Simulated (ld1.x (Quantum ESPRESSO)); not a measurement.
**iodine, TM semilocal: configuration errors across variants**

ld1.x (Quantum ESPRESSO) 7.5 input, shortened:

```
&input
   title='I', zed=53., rel=1, dft='PBE', iswitch=3,
   config='[Kr] 4d10 5s2 5p5'
 /
 &inputp
   pseudotype=1, tm=.true., lloc=2,
   nlcc=.false.
 /
3
5S  1  0   2.00   0.00  1.55  1.55  0.0
5P  2  1   5.00   0.00  2.00  2.00  0.0
4D  3  2  10.00   0.00  1.25  1.25  0.0
 &test
   configts(1)='4d10 5s2 5p5'
 /
```

All-electron excitation energies from the reference (eV): (1) 4d10 5s2 5p4 11.131; (2) 4d10 5s2 5p3 30.977; (3) 4d10 5s2 5p2 60.305; (4) 4d10 5s1 5p5 22.111; (5) 4d10 5s2 5p1 99.731; (6) 4d9 5s2 5p6 45.862; (7) 4d10 5s2 5p5.3 -1.783.

A semilocal file is local in each channel, so a ghost entry of none says nothing of the separable form that plane-wave codes build from it.

A true bound ghost makes a file unfit for plane-wave use even where its test errors are small: the radial tests pick states by their node count and pass the ghost by.

Errors AE − PS in meV (a dash: test not solved or not reliable):

```csv
change,(1),(2),(3),(4),(5),(6),(7),bound ghosts
base,-1.0,+3.1,+17,+2.5,+48,-306,+0.6,none
"all radii scaled by about 0.75 (s 1.16, p 1.50, d 0.94 bohr)",+24,+121,+326,+122,+681,+1420,+2.6,s
"all radii scaled by about 0.84 (s 1.30, p 1.68, d 1.06 bohr)",+0.9,+13,+47,+11,+117,+77,+0.6,none
"all radii scaled by about 0.88 (s 1.36, p 1.76, d 1.10 bohr)",0.0,+7.7,+29,+5.0,+70,-133,+0.6,none
"all radii scaled by about 1.04 (s 1.62, p 2.08, d 1.30 bohr)",-1.0,+2.9,+16,+2.7,+45,-317,+0.6,none
"all radii scaled by about 1.10 (s 1.70, p 2.20, d 1.38 bohr)",-0.8,+3.1,+15,+3.9,+40,-306,+0.6,none
"all radii scaled by about 1.16 (s 1.80, p 2.32, d 1.46 bohr)",-0.6,+3.8,+15,+6.2,+34,-279,+0.6,none
"all radii scaled by about 1.23 (s 1.92, p 2.46, d 1.54 bohr)",+0.1,+5.7,+14,+11,+17,-214,+0.7,none
"all radii scaled by about 1.32 (s 2.04, p 2.64, d 1.66 bohr)",+1.2,+8.4,+12,+18,-12,-114,+0.8,none
"all radii scaled by about 1.39 (s 2.16, p 2.78, d 1.74 bohr)",+2.3,+12,+13,+21,-28,-19,+0.8,none
```

Give the same row for: all radii scaled by about 0.96 (s 1.48, p 1.92, d 1.20 bohr).

-0.8, +3.9, +19, +3.0, +53, -275, +0.6; bound ghosts: none.
